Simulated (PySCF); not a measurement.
SMILES N[SiH2][SiH2]O[SiH3] (H9NOSi3), singlet at its GFN2-xTB optimised geometry (Å):

```
14

N      2.8582    -1.2397     0.9671
Si     1.1341    -1.2827     0.8525
Si     0.5428     0.7626     0.0000
O     -1.0847     0.7626     0.0000
Si    -2.6331     1.2118     0.0000
H      3.3059    -0.4512     1.4051
H      3.3463    -2.0822     1.2235
H      0.4712    -1.6299     2.1330
H      0.8968    -2.4501    -0.0108
H      0.9477     1.9459     0.7807
H      0.9199     1.0559    -1.3898
H     -3.3463     0.0997    -0.6231
H     -2.7685     2.4501    -0.7653
H     -3.0143     1.4091     1.3977
```

Calculation: PySCF with CAM-B3LYP/def2-TZVP. Cells within 0.4 Å of a nucleus heavier than hydrogen are left out (blank, or x).

Map of the Laplacian of the electron density (e/bohr⁵), clipped to [-1.50, 1.50] on the plane z = 0.6 Å:

```
|333333333333333333333333333|
|333333333333333333333333333|
|333333333333333333333333333|
|333333333333333333333333333|
|333333333333333333333333333|
|333333333333333333333333333|
|333333333333333333333333333|
|333333333333334443333333333|
|333334444333343134333333333|
|333333344444443134333333333|
|333343594455444334333333333|
|333343464555449633333333333|
|333334444455446433333333333|
|333333334444443334444433333|
|333333333344443234444443333|
|333333333333333995443443333|
|333333333333345xx930x443333|
|333333333333344995444443333|
|333333333333343334444443333|
|333333333333334344444433333|
|333333333333333443333333333|
|333333333333333333333333333|
|333333333333333333333333333|
|333333333333333333333333333|
|333333333333333333333333333|
|333333333333333333333333333|
|333333333333333333333333333|
```
Scale: ten equal steps from -0.945 (start of '0') to 1.50 (end of '9'), in the order '0123456789'; x runs from -5.50 to 5.50, y from -5.50 (bottom) to 5.50 (top).
